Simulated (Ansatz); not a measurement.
Gas-phase reaction in SMILES: C[SiH](C)[SiH2]Cl → C[SiH](C)[SiH]Cl + H atom (the H-Si bond at the site shown breaks; other sites are not compared here)
Structures are relaxed separately at B3LYP-D3(BJ)/def2-TZVP in Ansatz (a first-principles code), one conformer each, not searched for the lowest.

Property: bond dissociation energy (electronic energy difference), in kcal/mol. Cores are frozen in the correlated levels unless marked. Open shells are spin-unrestricted. Spin-orbit coupling is left out. Non-relativistic. CBS(X,Y): correlation extrapolated as X^-3; Hartree-Fock from the larger set.

```tsv
level	program	bond dissociation energy (kcal/mol)	minus last row
HF/6-31G	Ansatz	66.0	-27.2
PBE0/STO-3G	Ansatz	118.7	25.5
PBE0/def2-TZVP	Ansatz	87.5	-5.7
BHLYP-D3(BJ)/def2-TZVPD	Ansatz + dftd3	91.4	-1.8
CCSD(T)/STO-3G	Ansatz	110.5	17.3
CCSD(T)/cc-pV(Q+d)Z	Ansatz	92.6	-0.6
CCSD(T)/CBS(cc-pV(T+d)Z,cc-pV(Q+d)Z)	Ansatz	93.2	0.0
```
